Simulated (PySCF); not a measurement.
Vertical excitations of a molecule C3H4BFO from TDA-PBE/def2-SVPD in PySCF, as energy in eV (oscillator strength): 4.90 (0.009), 5.94 (0.002), 6.18 (0.002), 6.49 (0.026), 6.57 (0.053), 6.91 (0.002), 7.14 (0.033), 7.22 (0.010), 7.29 (0.012), 7.37 (0.057). Lowest triplet (TDA): 4.30 eV. Geometry: PBE0-D3(BJ)/def2-SVP. The values are those of a single conformer.

### Question
Which molecule gave these data?
A. C=C1CB(F)O1
B. OB1C=C(F)C1
C. OB1C=C[C@H]1F
D. FB1CC=CO1

### Answer
C, OB1C=C[C@H]1F
